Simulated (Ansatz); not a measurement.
```yaml
atoms:
  - { symbol: N, position_ang: [0.0000, 0.3932, -0.3554] }
  - { symbol: H, position_ang: [0.0000, 1.1982, 0.2123] }
  - { symbol: O, position_ang: [0.0000, -0.4938, 0.2845] }
```

Basis set: def2-TZVP (spherical functions). Left uncorrelated: 2 orbitals. Charge 0, multiplicity 1.

Computed with Ansatz (development build ahead of 0.2.0); each method stands on the lowest determinant of its kind that the runs found. Restricted open shells among the atoms or ions are ROHF, correlated in semicanonical orbitals with singles.

Problem. Give the atomization energy at this shape (free ground-state atoms in the same class of orbitals less the molecule, no zero-point energy) of singlet HNO by RHF-MP2, RHF.

Solution.

```
 method  atomization energy
RHF-MP2        755.6 kJ/mol
    RHF        323.2 kJ/mol
```

Caution: no unrestricted run beside it, a lower state can exist; the shape is not the minimum.
